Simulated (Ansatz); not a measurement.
NbO₃, SMILES [O]=[Nb](=[O])=[O] (connectivity only; charge and spin as stated), neutral, multiplicity 2.

Coordinates come from a PBE0-D3(BJ)/def2-TZVP optimisation. The multiplicity is an assumed one; other spin states were not compared. The def2 effective core potentials stand for the cores of Nb; spin–orbit coupling is left out.

Two levels are set side by side: PBE/def2-SVPD (Ansatz, a program for electronic structure) and CAM-B3LYP/def2-SVPD (Ansatz). Energy differences of separate SCF runs at the same geometry; the states with an electron removed or added have multiplicity 3 and 1. Differences are taken from unrounded values.

```
quantity                           PBE
-------------------------------  -----
vertical ionisation energy (eV)  10.77
vertical electron affinity (eV)   3.58
```

These are the PBE values. What does CAM-B3LYP give? (An estimate is asked for; the answer gives what the named calculation found.)


| quantity | CAM-B3LYP | PBE minus CAM-B3LYP |
|---|---|---|
| vertical ionisation energy (eV) | 11.05 | -0.29 |
| vertical electron affinity (eV) | 3.63 | -0.05 |
